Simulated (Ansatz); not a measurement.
Job for Ansatz (a quantum-chemistry and plane-wave program): R-PBE/def2-TZVPP on CH4BClO (SMILES COBCl), a point of a torsion scan.

Ansatz 0.2 input:
```yaml
crystal:
  periodic: [false, false, false]
  atoms:
    - {symbol: C, position_ang: [-1.08037183, -0.02236491, 0.10803337]}
    - {symbol: O, position_ang: [0.01173682, -0.65921350, -0.52660902]}
    - {symbol: B, position_ang: [1.26377748, -0.64195678, -0.11866203]}
    - {symbol: Cl, position_ang: [1.77017768, 0.22677932, 1.29748739]}
    - {symbol: H, position_ang: [-0.79616539, 0.96242261, 0.48445072]}
    - {symbol: H, position_ang: [-1.42783591, -0.63501305, 0.94216059]}
    - {symbol: H, position_ang: [-1.87604873, 0.07493917, -0.63056803]}
    - {symbol: H, position_ang: [2.05277492, -1.23077568, -0.74972592]}
basis:
  gaussian:
    orbitals: def2-TZVPP
hamiltonian:
  xc: {name: PBE}
scf: {lower_state_search: off}
```

The log:

```
WARN ansatz: RAYON_NUM_THREADS=1 ignored (pool sized by the plan → 1); use --threads N
Functional definition: PBE
these checks for a lower state are left out or cut short: stability, starts, cluster_reference, orbital_swaps, neighbouring_geometries, increment
integrals: 0.09 GiB planned
1030 factors; their error is unknown
mean field: 0.72 GiB planned
mean field evaluation 1: about -16334.1911 eV, gradient 6.1e1 eV
mean field evaluation 2: about -16305.9412 eV, gradient 1.3e2 eV
mean field evaluation 4: about -16342.0022 eV, gradient 9.2e0 eV
mean field evaluation 8: about -16342.1638 eV, gradient 2.1e-1 eV
mean field evaluation 16: about -16342.1418 eV, gradient 2.1e-4 eV
mean field -16342.14176895 eV, -600.5626329075 hartree, gradient 2.2e-6 eV, S^2 0.000000; 0 other end points of the search recorded, 0 dependent functions left out
reference -16342.14180854 eV, -600.5626343621 hartree; 20, 20 occupied and 171, 171 virtual orbitals, 1030 factors
Total energy: -16342.14180854 eV, -600.5626343621 hartree
Checks for a lower state left out: stability, starts, cluster_reference, orbital_swaps, neighbouring_geometries, increment
```

Self-consistency was reached.

Cost: about 1.4 core-seconds (a rough figure).
